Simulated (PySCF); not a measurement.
Input of a run (PBE0-D3(BJ)/def2-SVP geometry optimisation, gas phase, def2 core potentials past Kr (PySCF 2.14.0)), started from GFN2-xTB:
```
{"job": {"xc": "PBE0", "basis": "def2-SVP", "d3": "d3bj", "grid": 1, "maxiter": 40, "shake": 0.03, "kind": "geom"}, "charge": 0, "multiplicity": 1}
W      0.053580    -0.076920     0.703140
O     -0.049850    -0.012780     2.371070
O      1.735070    -0.357120     0.139610
C      2.006100    -0.329410    -1.237430
H      1.169060    -1.063770    -1.717230
H      2.906910    -0.640300    -1.529650
H      1.772380     0.682310    -1.620600
O      0.409190     1.791900     0.125330
C     -0.274150     2.779610     0.976240
H     -1.369270     2.565930     0.979820
H     -0.116430     3.746640     0.501630
H      0.153710     2.752390     1.965580
O     -1.880350     0.382290     0.087890
C     -1.922770     0.339170    -1.257260
H     -1.140970     0.998470    -1.722340
H     -2.876990     0.696870    -1.577540
H     -1.700990    -0.663770    -1.668390
O     -0.389150    -1.760730     0.149360
C      0.236780    -2.781520     0.948810
H      1.260620    -2.549730     1.020470
H      0.026140    -3.752930     0.475880
H     -0.172640    -2.791640     1.928610
```

Output (energies in Eh, forces in Eh/bohr):
```
step   0  E = -601.95525103  max force = 0.134767
step   1  E = -602.00470317  max force = 0.030358
step   2  E = -602.01325883  max force = 0.015542
step   3  E = -602.01802853  max force = 0.017346
step   4  E = -602.02043818  max force = 0.009309
step   5  E = -602.02214542  max force = 0.008280
step   6  E = -602.02346409  max force = 0.006336
step   7  E = -602.02470387  max force = 0.007666
step   8  E = -602.02545205  max force = 0.004343
step   9  E = -602.02610383  max force = 0.004741
step  10  E = -602.02677198  max force = 0.005500
step  11  E = -602.02727306  max force = 0.006072
step  12  E = -602.02755913  max force = 0.003012
step  13  E = -602.02768412  max force = 0.002875
step  14  E = -602.02775910  max force = 0.002387
step  15  E = -602.02787838  max force = 0.002041
step  16  E = -602.02799505  max force = 0.001847
step  17  E = -602.02811291  max force = 0.001941
step  18  E = -602.02822286  max force = 0.002051
step  19  E = -602.02833858  max force = 0.002270
step  20  E = -602.02844400  max force = 0.001891
step  21  E = -602.02854841  max force = 0.001866
step  22  E = -602.02862634  max force = 0.001278
step  23  E = -602.02866652  max force = 0.001370
step  24  E = -602.02868883  max force = 0.001063
step  25  E = -602.02870403  max force = 0.000778
step  26  E = -602.02871618  max force = 0.000394
optimisation converged
```

Question: Summarise the run.

Answer: The energy falls by 1.999 eV over 27 energy and gradient evaluations, the largest force component goes from 0.1348 to 3.9e-04 Eh/bohr, and the atoms move by 0.991 Å rms after alignment. The bond that changes most is W1–O13 (ends: tungsten bonded to 5 O; oxygen bonded to C and W), which shortens by 0.189 Å. Bonds longer at the end by more than 0.005 Å: 10 of 21; shorter: 8. Among the angles that change most is W1–O13–C14, from 108.5° to 133.7°. Among the dihedrals that turn most is O3–W1–O18–C19, from 69° to 34°. The energy never rose by more than 1e-6 Eh on the way. The first step brought 67 % of the lowering.

Question: What are the final bond lengths?

Answer: W1–O2 1.698 Å, W1–O3 1.890 Å, W1–O8 1.913 Å, W1–O13 1.892 Å, W1–O18 1.913 Å, O3–C4 1.389 Å, C4–H5 1.106 Å, C4–H6 1.102 Å, C4–H7 1.105 Å, O8–C9 1.395 Å, C9–H10 1.105 Å, C9–H11 1.103 Å, C9–H12 1.104 Å, O13–C14 1.390 Å, C14–H15 1.106 Å, C14–H16 1.102 Å, C14–H17 1.105 Å, O18–C19 1.395 Å, C19–H20 1.105 Å, C19–H21 1.102 Å, C19–H22 1.104 Å. Numbering counts from 1 in the input's order; the species is WO(OMe)4 (`C[O][W](=[O])([O]C)([O]C)[O]C`).

The run used 218 basis functions and 212 SCF cycles in all. On one thread, Intel Xeon at 2.50 GHz (x86_64), no GPU, shared host, this took 38 min of wall time and 1.1 GiB of memory at its peak.

Not checked by PBE0-D3(BJ)/def2-SVP frequencies.
